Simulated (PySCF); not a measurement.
FRb, SMILES [F][Rb] (connectivity only; charge and spin as stated), charge +1, multiplicity 2. Atoms are numbered in the order given.

```xyz
2

Rb     0.0000     0.0000    -0.6744
F      0.0000     0.0000     2.7727
```
Charge +1, spin multiplicity 2.

The structure is a stationary point at B3LYP-D3(BJ)/def2-TZVPD. The spin state was assumed, not searched. The def2 effective core potentials stand for the cores of Rb; spin–orbit coupling is left out.

Level of theory: r2SCAN/def2-TZVPD in PySCF.

Estimate the frontier levels, dipole moment. (An estimate is asked for; the answer gives what the named calculation found.)


- α spin, highest occupied and lowest empty level: -15.81 and -4.88 eV
- β spin, highest occupied and lowest empty level: -14.98 and -12.31 eV
- dipole moment about the centre of nuclear charge: 2.95 D
- ⟨S²⟩: 0.752 (pure state 0.75)
